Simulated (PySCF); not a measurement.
**Simulated absorption spectrum**

Species: C5H12FGaO.
Structure used (PBE0-D3(BJ)/def2-SVP), in Å, numbered top down from 1:
```xyz
20
C5H12FGaO angstrom
F     -1.7589    0.1517    2.3064
C     -2.2178   -0.5445    1.2148
C     -1.2661   -0.3838    0.0499
C     -1.0045    1.0652   -0.3616
C      0.2941    0.9648   -1.1398
O      0.9756   -0.1694   -0.5810
Ga     3.0772   -0.1790   -0.3532
C      0.1448   -0.8756    0.3414
H     -2.3173   -1.6068    1.4971
H     -3.2180   -0.1614    0.9513
H     -1.6831   -0.9454   -0.8044
H     -0.8717    1.6767    0.5438
H     -1.8195    1.5002   -0.9574
H      0.9411    1.8480   -1.0380
H      0.1312    0.7700   -2.2120
H      3.1482    0.8115    0.8818
H      3.4313    0.3937   -1.7825
H      3.2340   -1.7267   -0.0754
H      0.2893   -1.9529    0.1788
H      0.4424   -0.6211    1.3726
```

Theory: TDDFT wB97X-D/def2-SVPD, vertical, gas phase, core orbitals frozen in the response (PySCF). The wB97X-D/def2-SVPD calculation is non-relativistic and has no spin–orbit coupling, an omission that weighs most on gallium.

Computed states:

```csv
state,E (eV),f
S1,6.55,0.0046
S2,6.72,0.0029
S3,7.33,0.176
S4,7.47,0.155
S5,7.98,0.0037
S6,8.03,0.0013
S7,8.34,0.018
S8,8.49,0.055
S9,8.58,0.172
S10,8.69,0.105
```

Each state is given a Gaussian of 0.25 eV full width at half maximum, with ε(max) = 2.175×10⁸ f / Δν̃ (Δν̃ the width in cm⁻¹). The width is an assumption, not a result. The curve ends short of the highest state used, and states not computed would add to its high-energy end.

Q: What does the envelope look like, and where are its maxima?

A: 
| λ (nm) | ε (L mol⁻¹ cm⁻¹) |
| --- | --- |
| 153.2 | 497 |
| 154.9 | 541 |
| 156.5 | 422 |
| 158.1 | 230 |
| 159.8 | 488 |
| 161.4 | 2460 |
| 163.1 | 8670 |
| 164.7 | 18012 |
| 166.3 | 26175 |
| 168.0 | 28599 |
| 169.6 | 23762 |
| 171.3 | 14179 |
| 172.9 | 6232 |
| 174.5 | 1949 |
| 176.2 | 395 |
| 177.8 | 79 |
| 179.5 | 72 |
| 181.1 | 162 |
| 182.7 | 299 |
| 184.4 | 448 |
| 186.0 | 558 |
| 187.6 | 615 |
| 189.3 | 587 |
| 190.9 | 467 |
| 192.6 | 291 |
| 194.2 | 148 |
| 195.8 | 60 |
| 197.5 | 18 |
| 199.1 | 5 |
| 200.8 | 1 |

Maxima: 188 nm (6.59 eV), ε about 620, made up of S1 (74%) and S2 (26%); 168 nm (7.40 eV), ε about 29000, made up of S3 (55%) and S4 (45%); 155 nm (8.01 eV), ε about 540, made up of S5 (72%) and S6 (26%) (ε in L mol⁻¹ cm⁻¹; maxima over ε = 5, shares over 10%). At its high-energy end, 8.09 eV, the curve is still rising (ε about 500, from S5, S6 and S7).

Q: On this curve, what absorbance would a 10⁻³ mol/L sample give at 193 nm over a 1 cm path?

A: 193 nm is 6.424 eV, where ε is about 250 L mol⁻¹ cm⁻¹, so A = ε c l ≈ 0.25 (Beer–Lambert, with the gas-phase spectrum and the assumed width).

Q: What would ε be at 7.40 eV, the highest of these maxima, with half the width (0.125 eV)?

A: About 30200 L mol⁻¹ cm⁻¹ against 28800, a factor of about 1.1; a lone state at its own centre would give exactly 2.

Q: Does any computed singlet lie in the visible range?

A: No computed singlet lies in the visible range (380 to 750 nm); the lowest, at 189 nm, stands 3.29 eV above its violet end (3.26 eV).

All these states lie below the vertical ionisation energy of 9.69 eV (ΔSCF).

Hardware: an Arm Neoverse V1 with one thread (shared host). Cost: 5.7 min, 1.3 GiB resident at most.

One conformer stands for the species.
